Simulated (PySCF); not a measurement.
**A ladder of Hamiltonians for Yb⁵²⁺ (ytterbium, charge +52)**

Occupied: 1s1/2, 2s1/2, 2p1/2, 2p3/2, 3s1/2, 3p1/2, 3p3/2. Hartree-Fock calculated with PySCF 2.14 in an even-tempered Gaussian basis (20 s from 6.2 bohr⁻², ratio 2.3; 16 p from 7.5 bohr⁻², ratio 2.3), Gaussian nucleus throughout. NR is non-relativistic, sf-X2C the spin-free one-electron X2C Hamiltonian, X2C adds the bare one-electron spin-orbit term, X2C-SNSO screens it by Boettger's factors, DC is four-component Dirac-Coulomb, and the Gaunt and Breit terms are added at first order (total energies over the DC spinors, levels after relaxing the spinors in that mean field). QED terms are absent. Levels marked empty are virtual spinors of this ion; the basis has s and p functions only, so 3d, which can lie below the n = 4 levels, is absent.

```
Hamiltonian  E (hartree)  E − E(DC) (hartree)  CPU seconds
         NR  -10774.7343             658.4686         0.77
     sf-X2C  -11415.5035              17.6994         0.59
        X2C  -11429.1491               4.0538         0.59
   X2C-SNSO  -11428.3290               4.8739         0.58
         DC  -11433.2029               0.0000           31
   DC+Gaunt  -11419.3165              13.8864           53
   DC+Breit  -11420.6668              12.5362          150
```

| level (eV) | NR | sf-X2C | X2C | X2C-SNSO | DC | DC+Gaunt | DC+Breit |
| --- | --- | --- | --- | --- | --- | --- | --- |
| 1s1/2 | -60846.5 | -65274.5 | -65259.2 | -65260.2 | -65334.4 | -65125.3 | -65140.9 |
| 2s1/2 | -12868.3 | -14093.0 | -14088.5 | -14088.8 | -14098.9 | -14075.8 | -14077.6 |
| 2p1/2 | -12470.7 | -12853.3 | -13636.2 | -13610.2 | -13615.7 | -13578.2 | -13581.9 |
| 2p3/2 | -12470.7 | -12853.3 | -12531.0 | -12539.8 | -12547.7 | -12522.1 | -12525.8 |
| 3s1/2 | -5097.0 | -5461.7 | -5460.4 | -5460.4 | -5462.9 | -5457.4 | -5458.0 |
| 3p1/2 | -4927.5 | -5072.8 | -5270.0 | -5263.6 | -5264.9 | -5255.8 | -5257.0 |
| 3p3/2 | -4927.5 | -5072.8 | -4990.3 | -4992.6 | -4994.3 | -4988.0 | -4989.2 |
| 4s1/2 (empty) | -2626.0 | -2769.6 | -2769.3 | -2769.3 | -2770.1 | -2768.0 | -2768.3 |
| 4p1/2 (empty) | -2560.3 | -2623.9 | -2696.3 | -2693.9 | -2694.4 | -2691.0 | -2691.5 |
| 4p3/2 (empty) | -2560.3 | -2623.9 | -2593.5 | -2594.3 | -2594.9 | -2592.6 | -2593.1 |

```
interval (eV)    X2C  X2C-SNSO     DC  DC+Gaunt  DC+Breit
2p3/2 − 2p1/2   1105      1070   1068      1056      1056
3p3/2 − 3p1/2  279.7     271.0  270.6     267.8     267.8
4p3/2 − 4p1/2  102.8     99.57  99.51     98.46     98.46
```

Weight of the small component: 1s1/2 0.0690, 2s1/2 0.0158, 2p1/2 0.0158, 2p3/2 0.0145, 3s1/2 0.00592, 3p1/2 0.00582, 3p3/2 0.00549, 4s1/2 0.00287, 4p1/2 0.00283, 4p3/2 0.00270.

Koopmans' value for the highest occupied level at DC+Breit: 4989.2 eV, against an ionisation energy of 4988 ± 4 eV (theoretical estimate listed by NIST; NIST Atomic Spectra Database, ionization energies); the former lacks relaxation, correlation, QED and recoil.

The whole ladder took 250 s of wall time on 1 thread of Neoverse-N1 (shared host), launched as `OMP_NUM_THREADS=1 python relrun2.py TASK.json OUT` (a driver that calls PySCF for each Hamiltonian).
